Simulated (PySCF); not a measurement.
PySCF input:

```python
from pyscf import gto, scf, dft

mol = gto.M(
    atom='''
    C    -0.94624070    0.73633939   -0.06174193
    C     0.40855271    1.11519937   -0.17548297
    C     1.19874016   -0.04710827   -0.04671251
    C     0.33230945   -1.14431388    0.14661305
    C    -0.99336163   -0.66011660    0.13732436
    H    -1.80076211    1.40130526   -0.11749921
    H     0.77750433    2.12230225   -0.33395634
    H     2.28128621   -0.08965033   -0.08889716
    H     0.63240809   -2.17770920    0.27901487
    H    -1.89043652   -1.25624797    0.26133784
    ''',
    basis='def2-tzvpd',
    charge=-1,
    spin=0,
    verbose=4,
)

mf = scf.RHF(mol).density_fit(auxbasis='def2-universal-jkfit')
mf.conv_tol = 1e-9
mf.max_cycle = 100
mf.max_memory = 1500
mf.kernel()
if not mf.converged:
    mf = mf.newton()
    mf.kernel(mf.make_rdm1())
mf.analyze()
```

**Question.** Which total energy does the run end on?

**Answer.** -192.27029 Eh (HF/def2-TZVPD).

It need not be the lowest isomer of its formula. Whether it binds its extra electron was not tested at this geometry.
